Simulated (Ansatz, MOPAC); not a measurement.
Molecule: GeSiH$_{3}$, charge -1, multiplicity 1. SMILES: [SiH2]=[GeH-]

Atoms: Si1, Ge2, H3, H4, H5. Bonds: Si1-Ge2, Si1-H3, Si1-H4, Ge2-H5.

Bond lengths (Å) and angles (degrees) optimised at PM3 with MOPAC; PM7 with MOPAC; MNDO with MOPAC; HF/STO-3G with Ansatz (a program for electronic structure), each started from the B3LYP-D3(BJ)/def2-TZVP structure (Ansatz) of the last column. A row stands for all coordinates that are equal there; 6 of 7 kinds are shown. No wavenumbers were computed at MNDO, HF/STO-3G, so these may be saddle points.

| coordinate | PM3 | PM7 | MNDO | HF/STO-3G | B3LYP-D3(BJ)/def2-TZVP |
|---|---|---|---|---|---|
| Si1-Ge2 | 1.849 | 2.127 | 2.108 | 2.047 | 2.263 |
| Si1-H3 | 1.496 | 1.443 | 1.387 | 1.434 to 1.438 | 1.505 |
| Ge2-H5 | 1.525 | 1.407 | 1.505 | 1.448 | 1.616 |
| Ge2-Si1-H3 | 118.6 | 124.0 | 123.5 | 131.1 | 132.4 |
| Ge2-Si1-H4 | 134.5 | 124.0 | 125.4 | 126.3 | 123.5 |
| Si1-Ge2-H5 | 142.6 | 180.0 | 104.0 | 94.3 | 89.9 |

A range marks coordinates that this level makes unequal.

Mean signed difference of all 4 bond lengths from B3LYP-D3(BJ)/def2-TZVP: PM3 -0.131 Å, PM7 -0.118 Å, MNDO -0.126 Å, HF/STO-3G -0.131 Å.
